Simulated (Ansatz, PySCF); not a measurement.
Process, species as SMILES: C[Si](C)(O)O -> C[Si](O)O + [CH3] (CH3) (the C-Si bond at the site shown breaks; other sites are not compared here)
Structures are relaxed separately at B3LYP-D3(BJ)/def2-TZVP in Ansatz (an electronic-structure program), one conformer each, not searched for the lowest.

Quantity: bond dissociation energy (0 K, with B3LYP-D3(BJ) harmonic zero-point energies from PySCF), in eV. Correlated levels leave the core frozen unless marked. Open shells are spin-unrestricted. No spin-orbit coupling. Non-relativistic. CBS(X,Y): correlation extrapolated as X^-3; Hartree-Fock from the larger set.

```csv
level,program,bond dissociation energy (eV)
r2SCANh-D4/def2-TZVPD,Ansatz + dftd4,3.72
CCSD/cc-pV(D+d)Z,Ansatz,3.84
CCSD/aug-cc-pV(T+d)Z,Ansatz,___
CCSD/cc-pV(Q+d)Z,Ansatz,3.96
"CCSD(T)/CBS(cc-pV(T+d)Z,cc-pV(Q+d)Z)",Ansatz,___
```

Problem. What belongs in the gaps?

Solution. 
- CCSD/aug-cc-pV(T+d)Z, bond dissociation energy (eV): 3.92
- CCSD(T)/CBS(cc-pV(T+d)Z,cc-pV(Q+d)Z), bond dissociation energy (eV): 4.08
